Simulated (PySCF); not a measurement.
C7H12P (charge +1).
Atom-mapped SMILES: `[CH3:1][C@H:2]1[CH:3]=[CH:4][P@H+:5]([CH3:6])[CH:7]=[CH:8]1` (hydrogens: H9, H10, H11 on C1; H12 on C2; H13 on C3; H14 on C4; H15 on P5; H16, H17, H18 on C6; H19 on C7; H20 on C8)

The same species was optimised twice, with GFN2-xTB and with PBE0-D3(BJ)/def2-SVP (PySCF), and the same property calculations (PySCF, gas phase) were run on both structures.

| coordinate | GFN2-xTB | PBE0-D3(BJ)/def2-SVP | change |
| --- | --- | --- | --- |
| C3=C4 (Å) | 1.333 | 1.342 | +0.009 |
| C7=C8 (Å) | 1.333 | 1.342 | +0.009 |
| P5–C6 (Å) | 1.806 | 1.800 | -0.006 |
| C4–P5 (Å) | 1.778 | 1.772 | -0.006 |
| P5–C7 (Å) | 1.778 | 1.772 | -0.006 |
| C1–C2 (Å) | 1.545 | 1.541 | -0.004 |
| C2–C8 (Å) | 1.491 | 1.494 | +0.003 |
| C2–C3 (Å) | 1.492 | 1.494 | +0.002 |
| C1–C2–C8 (°) | 108.5 | 110.5 | +2.0 |
| C1–C2–C3 (°) | 108.5 | 110.4 | +1.9 |
| C2–C3–C4 (°) | 127.0 | 128.0 | +1.0 |
| C2–C8–C7 (°) | 127.0 | 127.9 | +0.9 |
| C4–P5–C7 (°) | 105.3 | 106.2 | +0.9 |
| C4–P5–C6 (°) | 112.9 | 112.5 | -0.4 |
| C6–P5–C7 (°) | 112.8 | 112.7 | -0.1 |
| P5–C7–C8 (°) | 120.6 | 120.7 | +0.1 |

Rotational constants: A = 3559, B = 1231, C = 1033 MHz (GFN2-xTB) against A = 3647, B = 1191, C = 993.7 MHz (PBE0-D3(BJ)/def2-SVP). Point groups within 0.08 Å: Cs and Cs. Atoms that the bonding makes alike are paired by their places after alignment.

On the GFN2-xTB structure: HOMO (eV) -12.40 [PBE0/pcSseg-1]; LUMO (eV) -5.30 [PBE0/pcSseg-1]; GIAO shielding of C1 (ppm) 164.9 [PBE0/pcSseg-1]; GIAO shielding of C2 (ppm) 145.9 [PBE0/pcSseg-1]; GIAO shielding of C3/C8 (mean) (ppm) 11.0 [PBE0/pcSseg-1]; GIAO shielding of C4/C7 (mean) (ppm) 83.4 [PBE0/pcSseg-1]; GIAO shielding of P5 (ppm) 381.2 [PBE0/pcSseg-1]; GIAO shielding of C6 (ppm) 176.6 [PBE0/pcSseg-1].

Task: What do these properties become on the PBE0-D3(BJ)/def2-SVP structure?

Result: 
| property | level | on GFN2-xTB | on PBE0-D3(BJ)/def2-SVP | change |
| --- | --- | --- | --- | --- |
| HOMO (eV) | PBE0/pcSseg-1 | -12.40 | -12.35 | +0.05 |
| LUMO (eV) | PBE0/pcSseg-1 | -5.30 | -5.28 | +0.02 |
| energy, GFN2-xTB geometry as zero (kcal/mol) | PBE0/pcSseg-1 | 0.0 | -1.1 | -1.1 |
| GIAO shielding of C1 (ppm) | PBE0/pcSseg-1 | 164.9 | 164.7 | -0.2 |
| GIAO shielding of C2 (ppm) | PBE0/pcSseg-1 | 145.9 | 145.0 | -0.9 |
| GIAO shielding of C3/C8 (mean) (ppm) | PBE0/pcSseg-1 | 11.0 | 10.0 | -1.0 |
| GIAO shielding of C4/C7 (mean) (ppm) | PBE0/pcSseg-1 | 83.4 | 81.4 | -2.0 |
| GIAO shielding of P5 (ppm) | PBE0/pcSseg-1 | 381.2 | 375.9 | -5.3 |
| GIAO shielding of C6 (ppm) | PBE0/pcSseg-1 | 176.6 | 173.3 | -3.3 |

The heavy atoms differ by 0.191 Å rms after alignment. Among bonds between heavy atoms C3=C4 and C7=C8 change most and about equally (+0.009 Å). Changes are differences of the printed values. Neither structure is proved a minimum here. Geometry: PBE0-D3(BJ)/def2-SVP; no solvent, vibrations or thermal averaging.
